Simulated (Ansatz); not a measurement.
Reaction (ligand exchange at the Hf–N bond): `C[N](C)[Hf]([F])([F])[F]` + H₂Se → `[F][Hf]([F])([F])[SeH]` + dimethylamine

Program: Ansatz. Geometries: PBE0-D4/def2-TZVP. ΔE: electronic, gas phase. CCSD(T)/CBS is the MP2 limit (def2-TZVPP, def2-QZVPP) plus CCSD(T) − MP2 in def2-TZVPP, frozen cores. DFT in def2-TZVPP. B3LYP here is the variant with VWN-RPA as its local correlation; programs differ in this. def2 core potentials past Kr. For Hf, Se outer-core shells are correlated without core-valence functions, which leaves a few kJ/mol of doubt a bond. Scalar relativity is left out up to krypton. One conformer a species, not always the lowest.

```csv
level,ΔE (eV)
BLYP-D4,-0.20
B3LYP-D4,-0.24
MP2/def2-QZVPP,-0.26
MP2/CBS(def2),-0.28
```

(1) What does CCSD(T)/CBS give? (Best estimate.)

Largest T1 diagnostic among the species: 0.015.

Answers

(1) The calculation gave: -0.27 eV. The listed levels differ from it by 0.07, 0.03, 0.01, -0.01 eV.

From BLYP to BHLYP (50 % exact exchange), in def2-TZVPP and without D4, ΔE moves by −0.06 eV. The D4 term adds +0.06 eV with B3LYP and +0.03 eV with PBE0; it sums over pairs of atoms, weighted by their polarisabilities, and B3LYP, whose exchange is more repulsive, gets the larger term. In def2-TZVPP, CCSD(T) changes the Hartree–Fock value by +0.20 eV (the triples alone add +0.01 eV) and MP2 by +0.19 eV.
